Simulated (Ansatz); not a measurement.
One change: `CS[SiH2][SeH]` becomes `CS[SiH2]O[SiH3]`.

Ansatz, PBE0-D4/def2-TZVP geometries, multiplicity 1. Each molecule was computed in one conformer, which needn't be the lowest.

Scalar relativity is left out up to krypton.

| property | `CS[SiH2][SeH]` |
| --- | --- |
| HOMO–LUMO gap (ωB97M-V/def2-TZVPP) / eV | 10.72 |
| size of the dipole moment (PBE/def2-TZVPP) / D | 1.63 |
| LUMO energy (ωB97M-V/def2-TZVPP) / eV | 1.58 |
| HOMO energy (B3LYP/def2-TZVPP) / eV | -6.77 |
| LUMO energy (PBE0/def2-TZVPP) / eV | -0.28 |
| HOMO–LUMO gap (PBE0/def2-TZVPP) / eV | 6.73 |

(1) Give the same properties after the change, and the shifts. (An estimate is asked.)

Answers

(1) The calculation gave: 
```csv
property,`CS[SiH2]O[SiH3]`,shift
HOMO–LUMO gap (ωB97M-V/def2-TZVPP) / eV,11.00,0.28
size of the dipole moment (PBE/def2-TZVPP) / D,1.25,-0.38
LUMO energy (ωB97M-V/def2-TZVPP) / eV,1.61,0.03
HOMO energy (B3LYP/def2-TZVPP) / eV,-6.94,-0.17
LUMO energy (PBE0/def2-TZVPP) / eV,-0.09,0.19
HOMO–LUMO gap (PBE0/def2-TZVPP) / eV,7.09,0.36
```

With PBE0 the HOMO falls by 0.18 eV and the LUMO rises by 0.19 eV, so the gap widens by about 0.37 eV. PBE moves the HOMO by -0.13 eV and ωB97M-V by -0.25 eV. Dipoles are sizes alone; their direction can turn.

B3LYP here is the variant with VWN-RPA as its local correlation; programs differ in this.

Spin–orbit coupling is left out; it splits and shifts lone-pair levels of the heavy atoms by tenths of an eV.
